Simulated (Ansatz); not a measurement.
Si₅H₃⁺. The state is a singlet with charge 1. Geometry PBE-D4/def2-SVP, basis def2-TZVP, Ansatz.

```csv
atom,x (Å),y (Å),z (Å)
Si1,1.197,-1.429,-3.013
Si2,-0.926,0.473,0.562
Si3,-3.065,1.032,1.426
Si4,1.205,1.068,0.542
Si5,0.526,-0.363,-1.004
H6,1.528,-2.621,-2.083
H7,-2.766,-0.079,2.461
H8,2.301,1.919,1.108
```

| run | HOMO (eV) | LUMO (eV) |
| --- | --- | --- |
| A | -10.08 | -8.54 |
| B | -10.26 | -8.45 |
| C | -10.87 | -7.77 |
| D | -10.63 | -7.87 |

B3LYP takes the VWN-RPA correlation. Another isomer (singlet) lies 2.08 eV lower at PBE0-D4/def2-TZVP; other spin states weren't run for this one.

The runs used B3LYP, PBE, PBE0, r2SCAN. Estimate which is which.

A PBE (0 % exact exchange); B r2SCAN (0 % exact exchange); C PBE0 (25 % exact exchange); D B3LYP (20 % exact exchange). Exact exchange lowers occupied and raises empty levels; among semilocal functionals meta-GGAs tend to open the gap a little, and such runs are hard to tell apart. The gap grows from 1.55 eV (PBE) to 3.10 eV (PBE0). The restricted singlet is unstable towards broken spin symmetry in Hartree–Fock (as tested in another run); at PBE-D4/def2-TZVP, r2SCAN-D4/def2-TZVP, PBE0-D4/def2-TZVP, B3LYP-D4/def2-TZVP this wasn't settled.
